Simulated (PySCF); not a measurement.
Isomers of C5H12O3S, one GFN2-xTB conformer each. Single-point energies are computed at PBE0/pcSseg-1 (PySCF, gas phase, no added dispersion term), electronic only.

```
               SMILES  GFN2-xTB relative energy (kJ/mol)
COC[C@H](C)S(C)(=O)=O                              107.3
    CC(C)CCS(=O)(=O)O                                0.0
```

Conformers: `[CH3:1][O:2][CH2:3][C@H:4]([CH3:5])[S:6]([CH3:7])(=[O:8])=[O:9]` with C1–O2–C3–C4 -171°, O2–C3–C4–C5 -171°, C3–C4–S6–C7 -78°; `[CH3:1][CH:2]([CH3:3])[CH2:4][CH2:5][S:6](=[O:7])(=[O:8])[OH:9]` with C1–C2–C4–C5 58°, C2–C4–C5–S6 55°, C4–C5–S6–O7 43°, C5–S6–O9–H 149°.

**Question.** What does PBE0/pcSseg-1 give for the same structures?

**Answer.** 
| SMILES | PBE0/pcSseg-1 E (Eh) | PBE0/pcSseg-1 (kJ/mol) | GFN2-xTB (kJ/mol) | point group |
| --- | --- | --- | --- | --- |
| CC(C)CCS(=O)(=O)O | -820.88686 | 0.0 | 0.0 | C1 |
| COC[C@H](C)S(C)(=O)=O | -820.86621 | 54.2 | 107.3 | C1 |

Both levels put the same isomer lowest. As drawn, the lower has an O–H bond, which the higher lacks.

**Question.** Which frontier levels, dipoles and rotational constants go with these structures?

**Answer.** 
```csv
SMILES,"HOMO (eV, PBE0/pcSseg-1)",LUMO (eV),dipole (D),"A, B, C (MHz)"
CC(C)CCS(=O)(=O)O,-8.71,0.95,2.76,"2677, 866.2, 833.1"
COC[C@H](C)S(C)(=O)=O,-7.87,1.13,4.62,"2047, 1067, 853.2"
```
